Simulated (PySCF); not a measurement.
## Working out the ionisation energy of Cu²⁺

Cu²⁺ [Ar] 3d9 (2D) → Cu³⁺ [Ar] 3d8 (3F). Computed with PySCF 2.14 in cc-pVTZ-PP with ECP10MDF (5s5p4d2f1g, 63 functions), with scalar relativity through the core potential. Frozen: 3s2 3p6. Energies in hartree (1 hartree = 27.21139 eV):

| part | Cu²⁺ (lower) | Cu³⁺ (upper) |
| --- | --- | --- |
| UHF | -195.304346 | -194.053236 |
| MP2 opposite-spin | -0.221654 | -0.155120 |
| MP2 same-spin | -0.125934 | -0.092956 |

**Question.** What does Hartree-Fock give?

**Answer.** (-194.053236) − (-195.304346) = 1.251110 hartree = 34.044 eV.

**Question.** What do MP2 and SCS-MP2 (6/5 opposite-spin, 1/3 same-spin) give?

**Answer.** The opposite-spin parts differ by 1.810 eV and the same-spin parts by 0.897 eV. MP2: 34.044 + (1.810) + (0.897) = 36.751 eV. SCS-MP2: 34.044 + 1.2 × (1.810) + (0.897)/3 = 36.515 eV.

Reference: 36.841 ± 0.012 eV (measured; NIST Atomic Spectra Database, ionization energies), between the lowest levels; spin-orbit coupling is absent from the calculation.

What remains against the reference includes basis incompleteness, the frozen core and correlation beyond second order.
